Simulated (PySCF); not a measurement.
## What each rung costs, and what it gives

Saddle point of BH2Cl3, closed shell (BHCl₂ ([Cl][BH][Cl]) + HCl → BCl₃ ([Cl][B]([Cl])[Cl]) + H₂; bonds formed: B1–Cl6, H2–H5; bonds broken: B1–H2, H5–Cl6), PBE0-D4/def2-TZVP structure:

| atom | x (Å) | y (Å) | z (Å) |
| --- | --- | --- | --- |
| B1 | -0.2256 | -0.1760 | -0.2281 |
| H2 | 0.5652 | 0.7242 | -0.7077 |
| Cl3 | 0.2579 | -1.7679 | -0.7987 |
| Cl4 | -1.8933 | 0.3746 | -0.3245 |
| H5 | 0.7926 | 0.7208 | 0.3394 |
| Cl6 | 0.5029 | 0.1243 | 1.7196 |

Barriers are electronic and count from the start structure reached by relaxing down the imaginary mode.

PySCF 2.14 with density fitting (its default auxiliary sets; JK sets also for MP2 and CCSD(T)); basis: as named in each row; cores frozen in the correlated methods. B3LYP uses VWN-RPA correlation. Extrapolation: Hartree–Fock as exp(−7.88 √X), correlation as X^−2.97.

Times are rough, for one single point on 4 threads of a shared host (Oxide Virtual Turin-like).

The estimate by CCSD(T) at an estimated basis limit (MP2 extrapolated from triple and quadruple zeta, plus CCSD(T) − MP2 in triple zeta) is 27.05 kcal/mol.

```tsv
method	basis	time (s)	barrier (kcal/mol)	method less estimate
HF	STO-3G	2	52.88	25.83
PBE0-D4	def2-SVP	4	18.40	-8.65
B3LYP-D4	6-31G	4	29.68	2.63
PBE-D4	def2-SVP	4	14.19	-12.85
MP2	def2-QZVPP	5	24.57	-2.48
SPW92	def2-TZVPP	6	9.08	-17.97
CCSD(T)	def2-SVP	7	29.31	2.26
B3LYP-D4	def2-TZVPP	8	26.48	-0.57
PBE0-D4	def2-TZVPP	8	21.29	-5.76
BHLYP-D4	def2-TZVPP	8	31.22	4.17
PBE-D4	def2-TZVPP	8	17.66	-9.39
r2SCAN-D4	def2-TZVPP	15	20.72	-6.33
wB97M-V	def2-TZVPP	130	26.16	-0.89
CCSD(T)	def2-TZVPP	160	28.60	1.56
```

All methods are single points on the PBE0-D4 structures.

T1 diagnostic: at most 0.012.

Labels in which every atom is bracketed show which atoms are joined, not bond orders.
